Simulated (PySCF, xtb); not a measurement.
hydrogen selenide (H₂Se), SMILES [SeH2].

Geometry optimised at ωB97X-D3(BJ)/def2-TZVPD.

The numbers are results of PySCF with C-PCM-ωB97X/def2-TZVPD, not measurements.

The values are the electrostatic part of the solvation free energy, E(continuum) − E(gas) at the gas-phase geometry, in a cavity of scaled van der Waals radii (PySCF's table); cavitation and dispersion terms are not included. In vacuum the orbital gap is 11.08 eV. The dipole moment in vacuum is 0.74 D.

Computed values in water (ε = 78.36), chloroform (ε = 4.71), chlorobenzene (ε = 5.70):
| solvent | ε | ΔG(elec) (kcal/mol) | dipole (D) | gap (eV) |
|---|---|---|---|---|
| water | 78.36 | -2.3 | 1.13 | 11.26 |
| chloroform | 4.71 | -1.8 | 1.02 | 11.23 |
| chlorobenzene | 5.70 | -1.9 | 1.04 | 11.23 |

For comparison, GFN2-xTB/ALPB(water) (xtb, at the GFN2-xTB geometry, all terms of that model) gives -3.4 kcal/mol.
